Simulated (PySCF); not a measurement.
1,1-difluorobut-1-ene (C₄H₆F₂), SMILES C(F)(=CCC)F. Atoms are numbered in the order given.

```xyz
12

C     -2.5423    -0.2807    -0.1746
C     -1.1690    -0.7997    -0.5889
C     -0.1256     0.2716    -0.6213
C      0.9565     0.2871     0.1457
F      1.2743    -0.6395     1.0234
F      1.8718     1.2287     0.1355
H     -2.5155     0.1409     0.8418
H     -2.8916     0.5132    -0.8535
H     -3.2918    -1.0865    -0.1897
H     -0.8485    -1.6030     0.0923
H     -1.2414    -1.2590    -1.5906
H     -0.2441     1.1228    -1.2964
```

Coordinates come from a PBE0-D3(BJ)/def2-SVP optimisation. One conformer was computed; it need not be the lowest.

Two levels are set side by side: PBE/pcSseg-1 (PySCF) and PBE0/pcSseg-1 (PySCF). GIAO shifts against CFCl3 (¹⁹F), TMS (¹H), TMS (¹³C) at the same level; non-relativistic, no solvent, atoms listed together averaged. Differences are taken from unrounded values.

| quantity | PBE0 | PBE | PBE minus PBE0 |
|---|---|---|---|
| δ(¹³C) of C1 (ppm) | 19.1 | 19.6 | 0.5 |
| δ(¹³C) of C2 (ppm) | 21.6 | 23.8 | 2.2 |
| δ(¹³C) of C3 (ppm) | 86.3 | 83.9 | -2.4 |
| δ(¹³C) of C4 (ppm) | 167.8 | 168.2 | 0.3 |
| δ(¹H) of H12 (ppm) | 4.35 | 4.20 | -0.14 |

Rough cost on one machine, each run with all the roots and properties that it gave: PBE0 against PBE within a factor of 2.
